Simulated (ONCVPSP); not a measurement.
## An all-electron radial function and its pseudo partner (scandium)

Columns: radius, all-electron u(r) and pseudo u(r) of the 3d shell (level -10.23 eV) of scandium in the configuration [Ne] 3s2 3p6 3d1 4s1; LDA (Perdew-Wang 92), scalar-relativistic, ONCV scheme, ONCVPSP 4.0.1.

```json
{"r (bohr)": "0.103", "all-electron": "0.0268", "pseudo": "0.0060"}
{"r (bohr)": "0.205", "all-electron": "0.1209", "pseudo": "0.0442"}
{"r (bohr)": "0.308", "all-electron": "0.2501", "pseudo": "0.1324"}
{"r (bohr)": "0.410", "all-electron": "0.3793", "pseudo": "0.2638"}
{"r (bohr)": "0.513", "all-electron": "0.4935", "pseudo": "0.4172"}
{"r (bohr)": "0.615", "all-electron": "0.5838", "pseudo": "0.5597"}
{"r (bohr)": "0.718", "all-electron": "0.6513", "pseudo": "0.6702"}
{"r (bohr)": "0.820", "all-electron": "0.6966", "pseudo": "0.7368"}
{"r (bohr)": "0.923", "all-electron": "0.7240", "pseudo": "0.7653"}
{"r (bohr)": "1.025", "all-electron": "0.7365", "pseudo": "0.7670"}
{"r (bohr)": "1.128", "all-electron": "0.7377", "pseudo": "0.7549"}
{"r (bohr)": "1.230", "all-electron": "0.7303", "pseudo": "0.7377"}
{"r (bohr)": "1.332", "all-electron": "0.7168", "pseudo": "0.7189"}
{"r (bohr)": "1.435", "all-electron": "0.6985", "pseudo": "0.6988"}
{"r (bohr)": "1.538", "all-electron": "0.6771", "pseudo": "0.6770"}
{"r (bohr)": "1.640", "all-electron": "0.6536", "pseudo": "0.6536"}
{"r (bohr)": "1.743", "all-electron": "0.6286", "pseudo": "0.6286"}
{"r (bohr)": "1.845", "all-electron": "0.6030", "pseudo": "0.6030"}
{"r (bohr)": "1.948", "all-electron": "0.5768", "pseudo": "0.5768"}
{"r (bohr)": "2.050", "all-electron": "0.5510", "pseudo": "0.5510"}
{"r (bohr)": "2.153", "all-electron": "0.5252", "pseudo": "0.5251"}
{"r (bohr)": "2.255", "all-electron": "0.5001", "pseudo": "0.5000"}
{"r (bohr)": "2.358", "all-electron": "0.4753", "pseudo": "0.4753"}
{"r (bohr)": "2.460", "all-electron": "0.4516", "pseudo": "0.4516"}
{"r (bohr)": "2.562", "all-electron": "0.4286", "pseudo": "0.4286"}
{"r (bohr)": "2.665", "all-electron": "0.4062", "pseudo": "0.4062"}
```

How many radial nodes do the two functions have?

The all-electron 3d function has n − l − 1 = 0; the pseudo-wave has 0.

At about which radius was the pseudo-wave matched?

1.60 bohr. The columns agree to 0.0005 from 1.44 bohr on; several derivatives are matched, so the curves merge somewhat inside the radius.

Where does each function peak?

Outermost all-electron maximum near 1.13 bohr, pseudo maximum near 1.02 bohr (to the table’s step).

Is the pseudo-wave norm-conserving?

Yes: the ONCV scheme keeps the norm inside the radius equal to the all-electron one, which fixes the energy derivative of the logarithmic derivative at the level.
